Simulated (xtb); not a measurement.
Cl3Sb, charge -1, doublet, at a GFN2-xTB geometry (a state made from the parent by changing its charge; the spin is typed, not shown lowest); GFN2-xTB in xtb.

Here is a job for xtb.
```
$ xtb mol.xyz --gfn 2 --chrg -1 --uhf 1 --hess --json

# file mol.xyz
4

Sb    -0.00854345    -0.39662549     0.03006418
Cl    -2.64892774    -0.33781226     0.04450074
Cl     0.04268112     1.98144961    -0.15019373
Cl     2.63187698    -0.45376087     0.01550045
```

The log (banner, timings and long lists left out):

```
   ID    Z sym.   atoms
    1   51 Sb     1
    2   17 Cl     2-4

           -------------------------------------------------
          |                Calculation Setup                |
           -------------------------------------------------

           -------------------------------------------------
          |                 G F N 2 - x T B                 |
           -------------------------------------------------

          ...................................................
          :                      SETUP                      :
          :.................................................:
          :  # basis functions                  40          :
          :  # atomic orbitals                  36          :
          :  # shells                           12          :
          :  # electrons                        27          :
          :  max. iterations                   250          :
          :  Hamiltonian                  GFN2-xTB          :
          :  restarted?                      false          :
          :  GBSA solvation                  false          :
          :  PC potential                    false          :
          :  electronic temp.          300.0000000     K    :
          :  accuracy                    1.0000000          :
          :  -> integral cutoff          0.2500000E+02      :
          :  -> integral neglect         0.1000000E-07      :
          :  -> SCF convergence          0.1000000E-05 Eh   :
          :  -> wf. convergence          0.1000000E-03 e    :
          :  Broyden damping             0.4000000          :
          :  net charge                         -1          :
          :  unpaired electrons                  1          :
          ...................................................

 iter      E             dE          RMSdq      gap      omega  full diag
   1    -16.1533308 -0.161533E+02  0.994E+00    2.21       0.0  T
   2    -16.2429212 -0.895904E-01  0.103E+01    2.64       1.0  T
   3    -16.2481486 -0.522740E-02  0.737E+00    2.54       1.0  T
   4    -16.2465918  0.155686E-02  0.559E+00    2.54       1.0  T
   5    -16.2417934  0.479839E-02  0.258E+00    2.37       1.0  T
   6    -16.2493736 -0.758024E-02  0.422E-01    2.46       1.0  T
   7    -16.2493464  0.272217E-04  0.246E-01    2.45       1.0  T
   8    -16.2494003 -0.538743E-04  0.137E-01    2.45       1.0  T
   9    -16.2494046 -0.434859E-05  0.301E-02    2.45       1.7  T
  10    -16.2494045  0.771540E-07  0.298E-02    2.45       1.7  T
  11    -16.2494051 -0.619029E-06  0.195E-02    2.45       2.6  T
  12    -16.2494050  0.162658E-06  0.227E-02    2.44       2.2  T
  13    -16.2494057 -0.685530E-06  0.267E-03    2.44      18.7  T
  14    -16.2494057 -0.676448E-08  0.222E-03    2.44      22.5  T
  15    -16.2494057 -0.592988E-08  0.107E-03    2.44      46.8  T
  16    -16.2494057 -0.274073E-08  0.858E-05    2.44     582.5  T
  17    -16.2494057  0.172520E-10  0.106E-04    2.44     471.5  T

   *** convergence criteria satisfied after 17 iterations ***

         :::::::::::::::::::::::::::::::::::::::::::::::::::::
         ::                     SUMMARY                     ::
         :::::::::::::::::::::::::::::::::::::::::::::::::::::
         :: total energy             -16.248339489495 Eh    ::
         :: gradient norm              0.000005409386 Eh/a0 ::
         :: HOMO-LUMO gap              2.444760682560 eV    ::
         ::.................................................::
         :: SCC energy               -16.249404398353 Eh    ::
         :: -> isotropic ES            0.133419216453 Eh    ::
         :: -> anisotropic ES          0.000971732914 Eh    ::
         :: -> anisotropic XC         -0.003415129553 Eh    ::
         :: -> dispersion             -0.004614691397 Eh    ::
         :: repulsion energy           0.001064908858 Eh    ::
         :: add. restraining           0.000000000000 Eh    ::
[...]
   9:  2.79  10:314.55  11:  1.41  12: 45.74
 Raman intensities (Ä⁴*amu⁻¹)
   1:  0.00   2:  0.00   3:  0.00   4:  0.00   5:  0.00   6:  0.00   7:  0.00   8:  0.00
   9:  0.00  10:  0.00  11:  0.00  12:  0.00
 output can be read by thermo (or use thermo option).
 writing <g98.out> molden fake output.
 recommended (thermochemical) frequency scaling factor: 1.0
           -------------------------------------------------
          |             Thermodynamic Functions             |
           -------------------------------------------------

c2v symmetry found (for desy threshold:  0.10E+00) used in thermo

          ...................................................
          :                      SETUP                      :
          :.................................................:
          :  # frequencies                           6      :
          :  # imaginary freq.                       0      :
          :  linear?                             false      :
          :  only rotor calc.                    false      :
          :  symmetry                              c2v      :
          :  rotational number                       2      :
          :  scaling factor                  1.0000000      :
          :  rotor cutoff                   50.0000000 cm⁻¹ :
          :  imag. cutoff                  -20.0000000 cm⁻¹ :
          :.................................................:

    mode    ω/cm⁻¹     T·S(HO)/kcal·mol⁻¹    T·S(FR)/kcal·mol⁻¹   T·S(vib)
   ------------------------------------------------------------------------
       1     19.32    -1.99834 (  2.18%)    -1.33760 ( 97.82%)    -1.35202
       2     59.86    -1.33031 ( 67.26%)    -1.00305 ( 32.74%)    -1.22315
       3     98.72    -1.03739 ( 93.83%)    -0.85492 (  6.17%)    -1.02613
       4    189.69    -0.66513 ( 99.52%)    -0.66149 (  0.48%)    -0.66512
       5    224.91    -0.57222 ( 99.76%)    -0.61105 (  0.24%)    -0.57232
       6    291.39    -0.43705 ( 99.91%)    -0.53434 (  0.09%)    -0.43714
   ------------------------------------------------------------------------

   temp. (K)  partition function   enthalpy   heat capacity  entropy
                                   cal/mol     cal/K/mol   cal/K/mol   J/K/mol
 298.15  VIB   394.                 2499.514      9.899     17.696
         ROT  0.286E+06              888.752      2.981     27.947
         INT  0.113E+09             3388.266     12.880     45.643
         TR   0.333E+28             1481.254      4.968     42.157
         TOT                        4869.5202    17.8484    87.8004   367.3571

       T/K    H(0)-H(T)+PV         H(T)/Eh          T*S/Eh         G(T)/Eh
   ------------------------------------------------------------------------
    298.15    0.776007E-02    0.977371E-02    0.417168E-01   -0.319431E-01
   ------------------------------------------------------------------------

         :::::::::::::::::::::::::::::::::::::::::::::::::::::
         ::                  THERMODYNAMIC                  ::
         :::::::::::::::::::::::::::::::::::::::::::::::::::::
         :: total free energy         -16.280282605520 Eh   ::
         ::.................................................::
         :: total energy              -16.248339489513 Eh   ::
         :: zero point energy           0.002013635191 Eh   ::
         :: G(RRHO) w/o ZPVE           -0.033956751197 Eh   ::
         :: G(RRHO) contrib.           -0.031943116007 Eh   ::
         :::::::::::::::::::::::::::::::::::::::::::::::::::::

           -------------------------------------------------
          | TOTAL ENERGY              -16.248339489513 Eh   |
          | TOTAL ENTHALPY            -16.238565779936 Eh   |
          | TOTAL FREE ENERGY         -16.280282605520 Eh   |
          | GRADIENT NORM               0.000005653157 Eh/α |
          | HOMO-LUMO GAP               2.444762960240 eV   |
           -------------------------------------------------

normal termination of xtb
```
